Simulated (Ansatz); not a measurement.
A CCSD(T) single point on CH$_{8}$BNOSi, SMILES `CB(N)O[SiH3]`.

```yaml
crystal:
  periodic: [false, false, false]
  atoms:
    - {symbol: C, position_ang: [0.020866, 1.328968, -0.696348]}
    - {symbol: B, position_ang: [-0.272962, -0.219672, -0.669502]}
    - {symbol: N, position_ang: [-0.791529, -0.898791, -1.780061]}
    - {symbol: O, position_ang: [-0.029015, -0.975401, 0.461497]}
    - {symbol: Si, position_ang: [0.557653, -0.603596, 1.944849]}
    - {symbol: H, position_ang: [1.076012, 1.528357, -0.480339]}
    - {symbol: H, position_ang: [-0.214970, 1.800996, -1.652155]}
    - {symbol: H, position_ang: [-0.553818, 1.846922, 0.079049]}
    - {symbol: H, position_ang: [-0.980169, -1.886204, -1.763288]}
    - {symbol: H, position_ang: [-1.004134, -0.446583, -2.649687]}
    - {symbol: H, position_ang: [-0.310526, 0.391609, 2.630507]}
    - {symbol: H, position_ang: [0.588871, -1.856089, 2.737736]}
    - {symbol: H, position_ang: [1.933921, -0.045313, 1.852541]}
basis:
  gaussian: {orbitals: def2-TZVPP}
correlation: {method: ccsd_t}
output: {orbitals: {seedname: orbitals}}
```

```sh
$ ansatz run in.yaml --threads 4 --pin off --events-out ev --progress --plain
```

Output of Ansatz, abridged:

```
Functional definition: HF
1622 factors; integrals over basis functions are off by at most 1.2e-3 eV
mean field evaluation 1: about -13211.1418 eV, gradient 5.0e1 eV
mean field evaluation 2: about -13211.3610 eV, gradient 5.0e1 eV
mean field evaluation 4: about -13216.6750 eV, gradient 4.7e0 eV
mean field evaluation 8: about -13216.7502 eV, gradient 2.9e-1 eV
mean field -13216.75045361 eV, -485.7066205351 hartree, gradient 3.1e-6 eV, S^2 0.000000; 0 other end points of the search recorded, 0 dependent functions left out
9 core orbitals not correlated: weight in the atoms' cores, before any rotation towards them, 1.000 or more for the frozen orbitals, at most 0.000 for the correlated occupied ones
reference -13216.75045361 eV, -485.7066205351 hartree; 15, 15 occupied and 254, 254 virtual orbitals, 1622 factors
second order -23.12639004 eV of doubles, -0.00000000 eV of singles
cycle   1  -23.75187316 eV  change   -6.3e-1 eV  update   1.0e-1
cycle   2  -24.31511609 eV  change   -5.6e-1 eV  update   2.9e-2
cycle   3  -24.43455851 eV  change   -1.2e-1 eV  update   1.5e-2
cycle   4  -24.42335088 eV  change    1.1e-2 eV  update   3.5e-3
cycle   5  -24.42249279 eV  change    8.6e-4 eV  update   1.5e-3
cycle   6  -24.42288202 eV  change   -3.9e-4 eV  update   4.5e-4
cycle   7  -24.42259269 eV  change    2.9e-4 eV  update   1.4e-4
cycle   8  -24.42257932 eV  change    1.3e-5 eV  update   5.1e-5
cycle   9  -24.42259658 eV  change   -1.7e-5 eV  update   1.9e-5
perturbative correction -0.88666808 eV, -0.0325844511 hartree
Total energy: -13242.05971828 eV, -486.6367188563 hartree
```

Run time 3.3 min (4 threads of a server CPU on a shared host); peak host memory 7.9 GiB.

MP2 recovers 91.4 % of the CCSD(T) correlation energy and the triples give 3.5 %; T1 = 0.0114.
